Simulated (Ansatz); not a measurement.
Geometry optimisation, Ansatz, RKS PBE0/def2-SVP.

Input:

```yaml
crystal:
  periodic: [false, false, false]
  atoms:
    - { symbol: Sn, position_ang: [0.0, 0.0, 0.0] }
    - { symbol: H, position_ang: [0.923, 0.0, 1.7063] }
    - { symbol: Cl, position_ang: [2.5085, 0.0, 0.7209] }
    - { symbol: H, position_ang: [-0.8195, 1.4198, -0.5794] }
    - { symbol: Cl, position_ang: [-1.1351, -1.9666, -0.8025] }
basis:
  gaussian: { orbitals: def2-SVP }
hamiltonian:
  xc: pbe0
relax:
  f_tol: 0.15
  max_steps: 25
  restrain:
    - { distance: [1, 2], at: 1.37, k: 30.0 }
    - { distance: [0, 1], at: 2.94, k: 30.0 }
    - { distance: [0, 2], at: 3.61, k: 30.0 }
output:
  orbitals: {}
```

Run as:

```bash
$ ansatz run input.yaml --threads 1 --pin off --max-ram 2048MiB --backend cpu --events-out ev --progress --plain --runs-dir out
```

Q: Where does it end, and by what steps?

A: It converged. The restraints hold the end off the free minimum; the threshold counts their pulls, which the force column leaves out. Restrained pairs: H2–Cl3 (1.87 → 1.33 Å), Sn1–H2 (1.94 → 2.94 Å), Sn1–Cl3 (2.61 → 3.61 Å). After 7 steps the energy has fallen by 1.568 eV (the restraints' own energy left out); H2 moved furthest, 0.82 Å.

```json
{"step": "0", "energy less start (eV)": "0.0000", "largest force component (eV/Å)": "3.068", "accepted": "yes"}
{"step": "1", "energy less start (eV)": "0.7353", "largest force component (eV/Å)": "4.348", "accepted": "yes"}
{"step": "2", "energy less start (eV)": "1.1209", "largest force component (eV/Å)": "4.471", "accepted": "yes"}
{"step": "3", "energy less start (eV)": "0.5909", "largest force component (eV/Å)": "4.214", "accepted": "yes"}
{"step": "4", "energy less start (eV)": "-0.7055", "largest force component (eV/Å)": "2.583", "accepted": "yes"}
{"step": "5", "energy less start (eV)": "-1.2770", "largest force component (eV/Å)": "1.296", "accepted": "yes"}
{"step": "6", "energy less start (eV)": "-1.5116", "largest force component (eV/Å)": "1.180", "accepted": "yes"}
{"step": "7", "energy less start (eV)": "-1.5685", "largest force component (eV/Å)": "0.993", "accepted": "yes"}
```

```xyz
5
Properties=species:S:1:pos:R:3
Sn -0.696 0.012 0.218
H 1.715 -0.113 1.896
Cl 2.786 0.153 1.150
H -0.961 1.232 -1.063
Cl -1.368 -1.829 -1.155
```

Time of the run: 26 s on 1 thread of Arm Neoverse V1, with other jobs on the host, peak memory 0.15 GiB.
